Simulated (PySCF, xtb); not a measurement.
F₂H₄SSi₂, SMILES F[SiH](F)S[SiH3].

GFN2-xTB run with xtb at its own geometry gives an orbital gap of 4.53 eV and a dipole moment of 1.00 D.

Coordinates come from a TPSSh-D3(BJ)/def2-SVP optimisation. This is a generated structure with no PubChem entry under its InChIKey; it may be hypothetical. Other conformers were not sampled.

### Question
What does M06-2X/def2-TZVP in PySCF give? (An estimate is asked for; the answer gives what the named calculation found.)

### Answer
gap 9.56 eV (levels -9.23 and 0.33 eV), dipole 1.18 D.
